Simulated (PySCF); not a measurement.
**Core binding energy against partial charge**

Compound: C4H9FOSi.
SMILES with atom numbers: `[CH3:1][C@@H:2]1[CH2:3][C@H:4]([F:5])[SiH2:6][O:7]1`

Cartesian coordinates in Å at the PBE0-D3(BJ)/def2-SVP level; atoms count from 1:
```
atom  x, y, z in Å
C1     2.1508   -0.3623    0.1622
C2     0.7632    0.0073    0.6319
C3    -0.3253   -0.9677    0.1727
C4    -1.6783   -0.2846    0.3440
F5    -2.6441   -0.8597   -0.4567
Si6   -1.2161    1.5180   -0.0998
O7     0.4310    1.3056    0.1416
H8     2.4559   -1.3371    0.5710
H9     2.8757    0.3967    0.4890
H10    2.1793   -0.4160   -0.9368
H11    0.7620    0.0461    1.7402
H12   -0.1922   -1.1756   -0.9035
H13   -0.2604   -1.9281    0.7084
H14   -2.0188   -0.3597    1.3935
H15   -1.5287    1.8813   -1.5110
H16   -1.7800    2.5493    0.8198
```

Binding energies: delta-SCF UKS SCAN, pcX-2 on the ionised atom, pcseg-1 elsewhere, spin-free X2C in PySCF. Charges: PBE0/pcSseg-1 ground-state density, for the ionised atom.

```json
{"atom": "C1", "environment": "methyl carbon", "C 1s (eV)": "290.78", "Mulliken (e)": "-0.212", "IAO (e)": "-0.414", "Hirshfeld (e)": "-0.119", "ESP (e)": "-0.591"}
{"atom": "C3", "environment": "ring CH2 carbon", "C 1s (eV)": "290.93", "Mulliken (e)": "-0.235", "IAO (e)": "-0.288", "Hirshfeld (e)": "-0.086", "ESP (e)": "-0.216"}
{"atom": "C2", "environment": "sp3 carbon bound to oxygen", "C 1s (eV)": "292.39", "Mulliken (e)": "-0.021", "IAO (e)": "+0.103", "Hirshfeld (e)": "+0.051", "ESP (e)": "+0.342"}
{"atom": "C4", "environment": "sp3 C–F carbon", "C 1s (eV)": "292.41", "Mulliken (e)": "-0.056", "IAO (e)": "-0.097", "Hirshfeld (e)": "-0.028", "ESP (e)": "+0.042"}
```

Give the correlation coefficient and slope of binding energy on charge for each scheme.

Mulliken: r = 0.98, slope 8.1 eV per e; IAO: r = 0.92, slope 3.6 eV per e; Hirshfeld: r = 0.89, slope 10.7 eV per e; ESP: r = 0.89, slope 2.0 eV per e. Mulliken charges have the highest r, on only 4 points.

The point-charge model writes a binding energy as kq + V + constant, with V the potential of the other atoms' charges at the site. What does it give with the ESP charges?

V = Σ 14.40 eV Å × q/r over all other atoms: +7.94 eV at C1, +3.80 eV at C3, -5.53 eV at C2, -0.20 eV at C4. Fitting binding energy − V to q gives k = 16.4 eV per e and leaves an rms residual of 0.72 eV, against 0.35 eV for the fit on q alone. The model has no term for differences in relaxation between sites.

Geometry: PBE0-D3(BJ)/def2-SVP, one conformer, isolated molecule.
